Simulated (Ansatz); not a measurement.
LinHm (charge +1): r2SCAN-D4/def2-TZVP single points in Ansatz on relaxed structures, gas phase. Each cluster is the lowest isomer that a short search found in that spin, judged at the geometry's level, and lower ones may exist. HOMO and LUMO are taken over both spins. Singlets are spin-restricted. The spins of the ions were chosen, not always searched. A dash marks a value that wasn't run or was left out as unsound. The structures are stationary points that may keep the symmetry of their start. Remarks come from the PBE and PBE0 runs and from stability tests at other levels; not every state was tested.

```json
{"species": "Li4H⁺", "atoms": "5", "state": "singlet", "geometry": "PBE0-D4/def2-TZVP", "HOMO (eV)": "-7.42", "LUMO (eV)": "-5.54", "gap (eV)": "1.88", "vertical EA (eV)": "4.16", "lowest of the spins relaxed": "singlet, of singlet/triplet", "point group (within 0.1 Å)": "–", "remarks": "spin-contaminated (⟨S²⟩ up to 0.84) (neutral doublet)"}
{"species": "Li3H5⁺", "atoms": "8", "state": "doublet; reduced ion singlet", "geometry": "PBE0-D4/def2-TZVP", "HOMO (eV)": "-7.71", "LUMO (eV)": "-5.42", "gap (eV)": "2.30", "vertical EA (eV)": "–", "lowest of the spins relaxed": "–", "point group (within 0.1 Å)": "–", "remarks": "restricted singlet, untested (neutral singlet)"}
{"species": "Li5H8⁺", "atoms": "13", "state": "singlet", "geometry": "r2SCAN-D4/def2-TZVP", "HOMO (eV)": "-9.41", "LUMO (eV)": "-4.50", "gap (eV)": "4.91", "vertical EA (eV)": "3.32", "lowest of the spins relaxed": "–", "point group (within 0.1 Å)": "–", "remarks": "–"}
```

The gap (eV) runs from 1.88 (Li4H⁺) to 4.91 (Li5H8⁺).
